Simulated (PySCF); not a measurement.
Precursor series Ta F-NH2. Isolated molecules, 0 K electronic values unless said otherwise. One relaxed conformer stands for each flexible species; it need not be the lowest.

The numbers are results of PySCF with TPSSh-D3(BJ)/def2-TZVP // PBE-D3(BJ)/def2-SVP, not measurements. 

```csv
species,coordination number,HOMO–LUMO gap (eV)
0 of 5 F replaced by NH2,5,7.94
1 of 5 F replaced by NH2 ([Ta(F)4(NH2)]),5,5.20
2 of 5 F replaced by NH2 ([Ta(F)3(NH2)2]),(withheld),5.52
3 of 5 F replaced by NH2 ([Ta(F)2(NH2)3]),5,4.73
4 of 5 F replaced by NH2,5,(withheld)
5 of 5 F replaced by NH2 ([Ta(NH2)5]),(withheld),4.89
```

Question: Complete the blanks.

Answer: 
- 2 of 5 F replaced by NH2 ([Ta(F)3(NH2)2]), coordination number: 5
- 4 of 5 F replaced by NH2, HOMO–LUMO gap (eV): 5.32
- 5 of 5 F replaced by NH2 ([Ta(NH2)5]), coordination number: 5
